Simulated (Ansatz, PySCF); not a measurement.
Cd(Cl)2 anion (CdCl2), SMILES [Cl][Cd][Cl] (connectivity only; charge and spin as stated), charge -1, multiplicity 2. Atoms are numbered in the order given.

```xyz
3

Cd     0.0000     0.0000     0.4389
Cl     0.0000     2.2376    -0.8069
Cl     0.0000    -2.2376    -0.8069
```
Charge -1, spin multiplicity 2.

Geometry: B3LYP-D3(BJ)/def2-SVPD. The spin state was assumed, not searched. The isomer is the one that the SMILES or the coordinates give; other isomers of the formula were not compared. The def2 effective core potentials stand for the cores of Cd; spin–orbit coupling is left out.

Two levels are set side by side: PBE-D3(BJ)/def2-SVPD (Ansatz, a first-principles code) and B3LYP-D3(BJ)/def2-SVPD (Ansatz). Each level has its own optimised geometry; the coordinates shown are those of the second. Frequencies come from the Hessian of PySCF at each geometry. Differences are taken from unrounded values.

```json
[
 {"quantity": "mean bond length (Å)", "B3LYP-D3(BJ)": "2.561"},
 {"quantity": "bond Cd1–Cl2 (Å)", "B3LYP-D3(BJ)": "2.561"},
 {"quantity": "bond Cd1–Cl3 (Å)", "B3LYP-D3(BJ)": "2.561"},
 {"quantity": "highest harmonic wavenumber (cm⁻¹)", "B3LYP-D3(BJ)": "228"},
 {"quantity": "mean harmonic wavenumber (cm⁻¹)", "B3LYP-D3(BJ)": "168"},
 {"quantity": "zero-point energy (kcal/mol)", "B3LYP-D3(BJ)": "0.72"}
]
```

Q: What does PBE-D3(BJ) give, and how far is it from B3LYP-D3(BJ)? (An estimate is asked for; the answer gives what the named calculation found.)

A: 
| quantity | PBE-D3(BJ) | PBE-D3(BJ) minus B3LYP-D3(BJ) |
|---|---|---|
| mean bond length (Å) | 2.555 | -0.006 |
| bond Cd1–Cl2 (Å) | 2.555 | -0.006 |
| bond Cd1–Cl3 (Å) | 2.555 | -0.006 |
| highest harmonic wavenumber (cm⁻¹) | 228 | 0 |
| mean harmonic wavenumber (cm⁻¹) | 165 | -2 |
| zero-point energy (kcal/mol) | 0.71 | -0.01 |

On these quantities the two levels nearly agree.
